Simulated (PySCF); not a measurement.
An excited-state job on `C[Se][Ti]([Se]C)([Se]C)[Se]C` (Ti(SeMe)4).

Method: TDDFT wB97X-D/def2-SVPD, vertical, gas phase, core orbitals frozen in the response (PySCF 2.14.0, density-fitted response routines). Geometry: PBE0-D3(BJ)/def2-SVP. The command runs a driver script over a list of jobs; the input below is this job's line of settings and its coordinates in Å.

Command:
```bash
OMP_NUM_THREADS=2 python probes_run.py task.json out
```

Input:
```
{"job": {"kind": "uv", "xc": "wB97X-D", "basis": "def2-SVPD", "ip": false, "nstates": 15}, "charge": 0, "multiplicity": 1}
Ti    -0.081833    -0.105839     0.081239
Se     0.185132    -0.344772     2.435585
C      0.980725    -2.141836     2.384759
H      1.066271    -2.504243     1.352451
H      0.340396    -2.821158     2.961508
H      1.977809    -2.081664     2.839300
Se     2.147254    -0.031661    -0.744736
C      1.561146     0.292515    -2.596097
H      1.942112    -0.520884    -3.226290
H      1.975851     1.254348    -2.923872
H      0.464698     0.325943    -2.666425
Se    -1.241677     1.966639    -0.252517
C      0.199248     3.230150     0.179362
H      0.259350     3.346596     1.268316
H     -0.059257     4.191252    -0.283905
H      1.156470     2.863265    -0.210058
Se    -1.140375    -1.967153    -0.957974
C     -2.750791    -1.323329    -0.027727
H     -2.535268    -0.465774     0.636642
H     -3.142856    -2.137337     0.594469
H     -3.491155    -1.009089    -0.773615
```

Output:
```
coarse grid: 87168 points
cycle   1  E = -10614.1050900939  dE = -2.834e+00  |g| = 6.894e-01  |ddm| = 5.981e+00
cycle   2  E = -10610.8320589147  dE =  3.273e+00  |g| = 4.589e+00  |ddm| = 5.005e+00
cycle   3  E = -10614.2045594035  dE = -3.373e+00  |g| = 5.358e-01  |ddm| = 3.479e+00
cycle   4  E = -10614.2704334080  dE = -6.587e-02  |g| = 5.935e-02  |ddm| = 8.232e-01
cycle   5  E = -10614.2713749254  dE = -9.415e-04  |g| = 2.485e-02  |ddm| = 1.670e-01
cycle   6  E = -10614.2715872128  dE = -2.123e-04  |g| = 6.231e-03  |ddm| = 6.150e-02
cycle   7  E = -10614.2716074095  dE = -2.020e-05  |g| = 2.871e-03  |ddm| = 1.847e-02
cycle   8  E = -10614.2716123937  dE = -4.984e-06  |g| = 8.812e-04  |ddm| = 7.199e-03
final grid: 174848 points
cycle   9  E = -10614.2704052047  dE = -2.699e-06  |g| = 8.502e-04  |ddm| = 1.586e-02
cycle  10  E = -10614.2704049613  dE =  2.434e-07  |g| = 1.554e-03  |ddm| = 4.487e-03
cycle  11  E = -10614.2704055302  dE = -5.690e-07  |g| = 5.131e-04  |ddm| = 2.976e-03
cycle  12  E = -10614.2704056189  dE = -8.867e-08  |g| = 1.581e-04  |ddm| = 9.916e-04
cycle  13  E = -10614.2704056530  dE = -3.408e-08  |g| = 5.672e-05  |ddm| = 6.043e-04
cycle  14  E = -10614.2704056610  dE = -8.007e-09  |g| = 2.603e-05  |ddm| = 3.169e-04
cycle  15  E = -10614.2704056622  dE = -1.233e-09  |g| = 1.079e-05  |ddm| = 1.466e-04
cycle  16  E = -10614.2704056623  dE = -1.128e-10  |g| = 3.203e-06  |ddm| = 3.757e-05
converged SCF energy = -10614.2704056623

Static polarisability (au): isotropic 213.220, principal 206.448 207.131 226.079

Singlet excitations
state   eV       nm        f      main configurations
  1   2.7923    444.0   0.00449   H->L 0.81
  2   2.9166    425.1   0.00788   H-1->L 0.72, H->L+1 0.12
  3   3.0883    401.5   0.00865   H-2->L 0.88
  4   3.1747    390.5   0.02225   H->L+1 0.65, H-1->L 0.09
  5   3.2736    378.7   0.01212   H-3->L 0.31, H->L+2 0.20, H-1->L+1 0.20
  6   3.3637    368.6   0.02163   H-1->L+1 0.44, H->L+2 0.28
  7   3.4201    362.5   0.00421   H-3->L 0.31, H->L+2 0.18, H-5->L 0.15
  8   3.4704    357.3   0.00485   H-5->L 0.27, H-6->L 0.25, H-3->L 0.17
  9   3.5015    354.1   0.01401   H-2->L+1 0.49, H-1->L+2 0.10, H->L+2 0.10
 10   3.5668    347.6   0.00450   H-4->L 0.72
 11   3.6141    343.1   0.00623   H-1->L+2 0.36, H-1->L+3 0.17, H-2->L+2 0.13
 12   3.6390    340.7   0.00141   H->L+3 0.49, H-3->L+1 0.13, H-1->L+2 0.09
 13   3.6954    335.5   0.00016   H-5->L 0.29, H-7->L 0.19, H-6->L 0.17
 14   3.7203    333.3   0.01750   H-2->L+2 0.52
 15   3.7533    330.3   0.01575   H-4->L+1 0.27, H-3->L+1 0.24, H->L+3 0.12

Triplet excitations (Tamm-Dancoff, eV): 2.4582 2.6043 2.7813 2.8052
```

The SCF starts on a coarse grid where the log names one; the energy can jump when the final grid takes over, and dE then counts from the start density on the new grid. H and L stand for HOMO and LUMO; the number after each pair is its weight.

Q: Give the mean polarisability as a volume in Å³, and the ratio of the largest to the smallest principal value.

A: 213.220 au × 0.148185 = 31.60 Å³; 226.079/206.448 = 1.10.

Q: How does the lowest singlet excitation compare with the HOMO–LUMO gap?

A: HOMO -8.33 eV and LUMO -0.98 eV give a gap of 7.35 eV; S1 at 2.79 eV lies 4.56 eV below it.

Summary of the converged run: HOMO -8.33 eV, LUMO -0.98 eV; lowest singlet 2.79 eV; lowest triplet 2.46 eV (Tamm–Dancoff); mean polarisability 213.2 au.

 Relativistic effects, spin–orbit coupling among them, are left out although an element past zinc is present.

The run took 3.8 min wall, 8.2 min CPU (grids of density and orbitals included) on an AMD EPYC 7R43 with 2 threads, shared host with 256 logical CPUs at a one-minute load of 84, and the process peaked at 3.4 GiB of memory.
Labels such as C1 count atoms from 1, the log's own numbers from 0.

The pairwise dispersion term of wB97X-D wasn't added to the energies; at a given geometry it leaves orbitals and properties as they are.
